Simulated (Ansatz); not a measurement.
System: sum formula SiHBr2, charge 0, multiplicity 2. It need not be the lowest isomer of its formula. 
Coordinates optimised at B3LYP-D3(BJ)/def2-TZVP (Ansatz, a program for electronic structure):
SMILES: Br[SiH]Br
```xyz
4

Si    -0.0023    -1.0279     0.0647
Br    -1.8407     0.2400     0.0579
Br     1.8428     0.2247    -0.0508
H     -0.0419    -1.8745    -1.1568
```
Charge 0, spin multiplicity 2.

Basis-set convergence of Hartree-Fock and CCSD correlation energies (hartree) with Ansatz. Cores are frozen in the correlated levels unless marked. UHF or UKS for open shells. Spin-orbit coupling is left out. Frozen are the shells of the preceding noble gas and the d and f shells that filled before the atom's block. Non-relativistic.

```csv
basis,functions,E(HF),"E(corr, CCSD)"
def2-SVP,87,-5433.68080,-0.34689
def2-TZVPP,152,-5434.41864,-0.45582
def2-QZVPP,278,-5434.52624,-0.49694
```

Extrapolating the two largest sets (X = 3 and 4) as X^-3: E(corr) = (64·(-0.49694) - 27·(-0.45582))/37 = -0.5269 Eh, an estimate of the basis-set limit. The largest set recovers 94.3 % of it, the smallest 65.8 %.
